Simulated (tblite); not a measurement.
Record of a relaxation.

Species: C6H9FGeO.
Numbering: `[CH:1]#[C:2]/[C:3]([F:4])=[CH:5]\[C@H:6]([CH3:7])[O:8][GeH3:9]` (hydrogens: H10 on C1; H11 on C5; H12 on C6; H13, H14, H15 on C7; H16, H17, H18 on Ge9)

Computed with GFN2-xTB (tblite), gas phase: L-BFGS steps from a force-field or distance-geometry start until the largest atomic force falls under 0.01 eV/Å. 5 of its 88 geometries are shown.

Step 0: E = -763.4599 eV, largest atomic force 2.549 eV/Å
```
atom  x, y, z in Å  |  force x, y, z in eV/Å
C1      2.430   -1.841   -0.970   -0.633   1.565   1.889
C2      2.098   -1.072   -0.074    0.926  -1.300  -0.898
C3      1.739   -0.205    1.017   -0.544  -0.062  -0.836
F4      2.486   -0.161    2.119    0.747  -0.396   0.313
C5      0.661    0.577    0.957    0.564  -0.280  -0.446
C6     -0.170    0.531   -0.290    0.517   1.713   0.054
C7     -0.182    1.916   -0.964   -0.080   0.332   0.312
O8     -1.470    0.376    0.129   -1.746  -1.853   0.124
Ge9    -2.293   -1.027   -0.591   -1.595  -0.171   0.124
H10     2.689   -2.485   -1.760   -0.038   0.084   0.076
H11     0.391    1.238    1.783   -0.032  -0.326  -0.464
H12     0.177   -0.238   -1.002    0.007   0.183   0.308
H13     0.620    1.988   -1.702   -0.253   0.321   0.223
H14    -1.191    2.022   -1.409    0.760   0.073  -0.113
H15    -0.115    2.682   -0.154    0.159  -0.413  -0.878
H16    -3.472   -1.387    0.370    0.622   0.274  -0.333
H17    -1.416   -2.252   -0.787    0.118   0.329   0.054
H18    -2.990   -0.655   -1.948    0.501  -0.073   0.493
```

Step 22: E = -764.0041 eV, largest atomic force 0.280 eV/Å
```
atom  x, y, z in Å  |  force x, y, z in eV/Å
C1      2.542   -1.900   -0.915    0.014   0.007   0.005
C2      2.188   -1.131   -0.063   -0.054   0.012  -0.018
C3      1.760   -0.240    0.950   -0.019  -0.011   0.004
F4      2.527   -0.242    2.065    0.081  -0.018   0.020
C5      0.707    0.569    0.883    0.061  -0.023  -0.007
C6     -0.222    0.605   -0.291    0.056  -0.019   0.012
C7     -0.257    1.988   -0.934    0.069   0.045  -0.012
O8     -1.502    0.209    0.170   -0.156  -0.125  -0.024
Ge9    -2.427   -1.087   -0.574    0.202  -0.114   0.020
H10     2.845   -2.562   -1.672    0.011   0.008   0.037
H11     0.460    1.191    1.730   -0.029   0.006  -0.049
H12     0.135   -0.106   -1.044    0.095  -0.095  -0.069
H13     0.649    2.128   -1.516    0.050   0.013  -0.067
H14    -1.119    2.052   -1.595    0.012   0.064   0.051
H15    -0.297    2.780   -0.190   -0.198  -0.058   0.037
H16    -3.503   -1.295    0.425   -0.046   0.019   0.057
H17    -1.551   -2.314   -0.798   -0.101   0.244   0.094
H18    -2.945   -0.639   -1.908   -0.049   0.046  -0.090
```

Step 44: E = -764.0477 eV, largest atomic force 0.027 eV/Å
```
atom  x, y, z in Å  |  force x, y, z in eV/Å
C1      2.656   -1.976   -0.879   -0.003   0.003  -0.004
C2      2.225   -1.179   -0.091   -0.003  -0.005   0.005
C3      1.790   -0.269    0.899    0.006   0.015  -0.006
F4      2.565   -0.259    2.012    0.005   0.008  -0.002
C5      0.748    0.554    0.819    0.002   0.010   0.005
C6     -0.198    0.595   -0.341    0.000  -0.013   0.014
C7     -0.310    2.009   -0.907    0.010  -0.018  -0.001
O8     -1.465    0.175    0.143   -0.005  -0.004   0.014
Ge9    -2.473   -1.059   -0.563   -0.016   0.012  -0.018
H10     3.013   -2.661   -1.589   -0.012  -0.004  -0.007
H11     0.511    1.194    1.655   -0.006   0.006   0.005
H12     0.164   -0.086   -1.124    0.012   0.016  -0.004
H13     0.655    2.335   -1.287    0.002   0.011   0.004
H14    -1.038    2.019   -1.716    0.012   0.000   0.000
H15    -0.645    2.691   -0.130    0.000  -0.010  -0.009
H16    -3.543   -1.143    0.465   -0.003  -0.013   0.005
H17    -1.669   -2.317   -0.736   -0.010  -0.019   0.000
H18    -2.994   -0.616   -1.906    0.009   0.002  -0.001
```

Step 65: E = -764.0506 eV, largest atomic force 0.017 eV/Å
```
atom  x, y, z in Å  |  force x, y, z in eV/Å
C1      2.624   -1.968   -0.885    0.001   0.003   0.003
C2      2.233   -1.163   -0.084   -0.006  -0.001   0.000
C3      1.815   -0.242    0.905    0.006   0.001  -0.006
F4      2.613   -0.208    2.001   -0.005   0.000  -0.003
C5      0.760    0.564    0.830    0.001  -0.010   0.003
C6     -0.187    0.580   -0.331    0.001  -0.005   0.005
C7     -0.309    1.992   -0.899   -0.005  -0.011   0.003
O8     -1.449    0.141    0.146   -0.001   0.000   0.004
Ge9    -2.481   -1.063   -0.577    0.012   0.002   0.012
H10     2.948   -2.663   -1.602   -0.004   0.005   0.006
H11     0.519    1.212    1.658    0.011  -0.003   0.000
H12     0.192   -0.095   -1.111   -0.002  -0.002  -0.001
H13     0.664    2.347   -1.228    0.003   0.004   0.000
H14    -0.995    1.992   -1.743   -0.010  -0.007   0.000
H15    -0.698    2.659   -0.134   -0.005   0.009  -0.007
H16    -3.556   -1.132    0.448    0.004  -0.002  -0.005
H17    -1.719   -2.349   -0.752   -0.006   0.013  -0.004
H18    -2.983   -0.597   -1.918    0.003   0.004  -0.011
```

Step 87: E = -764.0516 eV, largest atomic force 0.009 eV/Å
```
atom  x, y, z in Å  |  force x, y, z in eV/Å
C1      2.609   -1.968   -0.886    0.002  -0.003   0.007
C2      2.232   -1.162   -0.079   -0.002   0.000  -0.004
C3      1.828   -0.234    0.909    0.007   0.005  -0.002
F4      2.638   -0.193    1.995    0.001  -0.001   0.003
C5      0.772    0.571    0.840    0.002   0.000   0.001
C6     -0.185    0.572   -0.312    0.001  -0.001   0.001
C7     -0.324    1.974   -0.901   -0.002   0.001   0.002
O8     -1.440    0.128    0.180   -0.002   0.001  -0.002
Ge9    -2.474   -1.049   -0.584   -0.004   0.000  -0.007
H10     2.920   -2.666   -1.605    0.002   0.000   0.001
H11     0.541    1.226    1.666    0.000   0.004  -0.004
H12     0.193   -0.110   -1.087   -0.001  -0.001   0.000
H13     0.645    2.338   -1.233   -0.007  -0.004   0.000
H14    -1.007    1.948   -1.748    0.000   0.000   0.003
H15    -0.727    2.648   -0.150    0.003   0.000   0.003
H16    -3.567   -1.137    0.419    0.005   0.001   0.004
H17    -1.715   -2.333   -0.778   -0.004  -0.001  -0.004
H18    -2.948   -0.548   -1.923    0.000   0.001   0.000
```

Problem. Summarise the path.

Solution. The energy falls by 57.09 kJ/mol from step 0 to step 87; nine tenths of that is first reached at step 21. It falls at every step. The largest force goes from 2.549 to 0.009 eV/Å. Among the bonds Ge9–H16 changes most, from 1.563 to 1.486 Å; the atoms move by 0.291 Å rms after alignment.

Problem. Follow the three bonds and two angles with the largest change from start to end.

Solution. 
| step | E above end (kJ/mol) | largest force (eV/Å) | Ge9–H16 (Å) | Ge9–H18 (Å) | C6–O8 (Å) | C6–O8–Ge9 (°) | H16–Ge9–H18 (°) |
| --- | --- | --- | --- | --- | --- | --- | --- |
| 0 | 57.09 | 2.549 | 1.563 | 1.571 | 1.374 | 113.8 | 104.5 |
| 4 | 14.00 | 0.490 | 1.467 | 1.496 | 1.413 | 119.8 | 110.8 |
| 8 | 8.91 | 0.215 | 1.490 | 1.507 | 1.423 | 121.2 | 112.4 |
| 11 | 8.14 | 0.131 | 1.488 | 1.511 | 1.419 | 121.5 | 113.1 |
| 15 | 7.22 | 0.129 | 1.488 | 1.505 | 1.420 | 121.8 | 112.6 |
| 19 | 6.09 | 0.136 | 1.483 | 1.506 | 1.421 | 121.6 | 111.9 |
| 23 | 3.92 | 0.269 | 1.487 | 1.500 | 1.419 | 123.7 | 113.3 |
| 26 | 2.56 | 0.247 | 1.492 | 1.511 | 1.426 | 124.4 | 113.3 |
| 30 | 1.36 | 0.127 | 1.485 | 1.502 | 1.420 | 125.3 | 113.9 |
| 34 | 0.75 | 0.053 | 1.488 | 1.506 | 1.421 | 126.0 | 113.3 |
| 38 | 0.49 | 0.059 | 1.485 | 1.507 | 1.421 | 125.9 | 112.8 |
| 42 | 0.41 | 0.037 | 1.487 | 1.506 | 1.420 | 126.1 | 112.6 |
| 45 | 0.37 | 0.023 | 1.485 | 1.506 | 1.420 | 125.9 | 112.7 |
| 49 | 0.31 | 0.041 | 1.487 | 1.506 | 1.421 | 126.0 | 113.1 |
| 53 | 0.22 | 0.034 | 1.487 | 1.508 | 1.420 | 126.6 | 113.3 |
| 57 | 0.15 | 0.029 | 1.486 | 1.505 | 1.420 | 126.8 | 113.1 |
| 61 | 0.11 | 0.016 | 1.487 | 1.507 | 1.420 | 126.9 | 112.7 |
| 64 | 0.10 | 0.018 | 1.487 | 1.506 | 1.420 | 126.9 | 112.8 |
| 68 | 0.08 | 0.018 | 1.487 | 1.507 | 1.419 | 126.7 | 112.8 |
| 72 | 0.06 | 0.017 | 1.486 | 1.506 | 1.419 | 126.6 | 112.9 |
| 76 | 0.04 | 0.019 | 1.487 | 1.507 | 1.419 | 126.4 | 113.0 |
| 79 | 0.02 | 0.014 | 1.486 | 1.507 | 1.419 | 126.2 | 112.9 |
| 83 | 0.01 | 0.013 | 1.486 | 1.506 | 1.420 | 126.0 | 112.9 |
| 87 | 0.00 | 0.009 | 1.486 | 1.506 | 1.420 | 125.7 | 112.8 |

What follows is the cost of the whole relaxation. Time: 0.55 s. Hardware: one thread of an Arm Neoverse V2, no GPU, shared host with 32 logical CPUs at a one-minute load of 28.
